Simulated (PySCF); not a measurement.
Species: C4H3F3.
Atom-mapped SMILES: `[CH:1]#[C:2][C@H:3]([F:4])[CH:5]([F:6])[F:7]` (hydrogens: H8 on C1; H9 on C3; H10 on C5)

The same species was optimised twice, with GFN2-xTB and with PBE0-D3(BJ)/def2-SVP (PySCF), and the same property calculations (PySCF, gas phase) were run on both structures.

| coordinate | GFN2-xTB | PBE0-D3(BJ)/def2-SVP | change |
| --- | --- | --- | --- |
| C3–C5 (Å) | 1.540 | 1.527 | -0.013 |
| C1≡C2 (Å) | 1.196 | 1.209 | +0.013 |
| C3–F4 (Å) | 1.378 | 1.369 | -0.009 |
| C2–C3 (Å) | 1.452 | 1.458 | +0.006 |
| C5–F7 (Å) | 1.351 | 1.344 | -0.007 |
| C5–F6 (Å) | 1.349 | 1.344 | -0.005 |
| F6–C5–F7 (°) | 106.5 | 108.5 | +2.0 |
| C3–C5–F6 (°) | 110.7 | 108.8 | -1.9 |
| C2–C3–C5 (°) | 110.3 | 112.1 | +1.8 |
| C1–C2–C3 (°) | 178.4 | 179.5 | +1.1 |
| C3–C5–F7 (°) | 110.2 | 109.2 | -1.0 |
| C2–C3–F4 (°) | 110.7 | 111.1 | +0.4 |
| F4–C3–C5 (°) | 107.7 | 107.4 | -0.3 |
| C2–C3–C5–F6 (°) | -167 | -176 | -9 |

Rotational constants: A = 3951, B = 2151, C = 1458 MHz (GFN2-xTB) against A = 4044, B = 2121, C = 1453 MHz (PBE0-D3(BJ)/def2-SVP). Point groups within 0.08 Å: C1 and C1.

On the GFN2-xTB structure: lowest singlet, TDDFT (eV) 6.25 [CAM-B3LYP/def2-SVPD]; lowest triplet, Tamm–Dancoff (eV) 5.31 [CAM-B3LYP/def2-SVPD]; isotropic polarisability (au) 48.6 [CAM-B3LYP/def2-SVPD]; HOMO (eV) -10.11 [CAM-B3LYP/def2-SVPD]; LUMO (eV) 0.71 [CAM-B3LYP/def2-SVPD]; dipole (D) 1.82 [CAM-B3LYP/def2-SVPD].

Q: What do these properties become on the PBE0-D3(BJ)/def2-SVP structure?

A: 
| property | level | on GFN2-xTB | on PBE0-D3(BJ)/def2-SVP | change |
| --- | --- | --- | --- | --- |
| lowest singlet, TDDFT (eV) | CAM-B3LYP/def2-SVPD | 6.25 | 6.13 | -0.12 |
| lowest triplet, Tamm–Dancoff (eV) | CAM-B3LYP/def2-SVPD | 5.31 | 5.18 | -0.13 |
| isotropic polarisability (au) | CAM-B3LYP/def2-SVPD | 48.6 | 49.1 | +0.5 |
| HOMO (eV) | CAM-B3LYP/def2-SVPD | -10.11 | -10.04 | +0.07 |
| LUMO (eV) | CAM-B3LYP/def2-SVPD | 0.71 | 0.69 | -0.02 |
| dipole (D) | CAM-B3LYP/def2-SVPD | 1.82 | 1.99 | +0.17 |
| energy, GFN2-xTB geometry as zero (kcal/mol) | CAM-B3LYP/def2-SVPD | 0.0 | -0.9 | -0.9 |

The heavy atoms differ by 0.091 Å rms after alignment. Among bonds between heavy atoms C1≡C2 and C3–C5 change most and about equally (-0.013 to +0.013 Å). Changes are differences of the printed values. Neither structure is proved a minimum here.

The values belong to the conformer `[CH:1]#[C:2][C@H:3]([F:4])[CH:5]([F:6])[F:7]`: C2–C3–C5–F6 -176°.
